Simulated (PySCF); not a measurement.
NMR data simulated for an unnamed compound:

1H NMR (400 MHz, computed): δ 8.79 (d, 1H), 7.73 (m, 1H), 7.37 (d, 1H), 7.18 (m, 1H), 2.66 (s, 3H).

13C{1H} NMR (computed): δ 168.1 (C), 157.5 (CH), 141.9 (CH), 128.5 (CH), 125.7 (CH), 27.4 (CH3).

[PySCF: geometry: PBE0-D3(BJ)/def2-TZVP; σ from GIAO-B97-2/pcSseg-2; relativity neglected; fast rotation and ring inversion assumed for equivalent nuclei; single conformer; no solvent model]

Referencing at the same level of theory: TMS for 1H (31.64 ppm), 13C (185.38 ppm).

Question: Which of these does the molecule contain: a three-membered ring, an OH group, a heteroaromatic ring, an N-methyl group?

Answer: 
- A three-membered ring: no.
- An OH group: no.
- A heteroaromatic ring: yes.
- An N-methyl group: no.

The data belong to `Cc1ccccn1`, C6H7N; they needn't prove each group on their own.

Carbon signals by region: 1 in the far downfield region (above 160 ppm), 4 in the sp2 and nitrile region (100–160 ppm), 1 below 50 ppm. Above 160 ppm: 168.1, substituted aromatic carbon next to a ring nitrogen.

Shifts are as computed. Against solution values, carbons near 30 ppm lie about +3 ppm off and those near 130 ppm about +7 ppm. Of 1211 compounds with measured shifts, 218 miss one by over three times the rms of a fit or turn the order of signals round; such compounds aren't used in these exercises. Multiplicities follow the n + 1 count of equivalent neighbours, as no J values were calculated; m marks all less simple cases, F and P coupling included.
